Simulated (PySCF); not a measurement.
Coordinates in bohr (charge 0 multiplicity 4):
```
Ru    0.6674    0.0000   -0.6186
S    -2.2262    0.0000    1.9461
H     2.7679    0.0000    1.4805
```

Computed with UPBE0/[Ru def2-TZVP with ECP28, S def2-TZVP, H def2-TZVP], scalar-relativistic core potentials, density fitting, no spin–orbit coupling, PySCF.

This geometry of HRuS is a stationary point at this level.

Problem. What is the point group?

Solution. Cs.

Problem. Is it a minimum?

Solution. Yes: all harmonic wavenumbers are real.

Problem. What are the dipole moment and the gap between the highest occupied and lowest empty levels of either spin?

Solution. 3.49 D and 3.55 eV.

Problem. Give the ideal-gas entropy at 298.15 K and 1 bar by parts.

Solution. translation 170.0, rotation 90.8, vibration 4.6, spin 11.5; total 277.0 J/(mol K).

Only a few start shapes were tried, so a lower isomer may exist. With open d or f shells other occupations or spin states may lie lower.
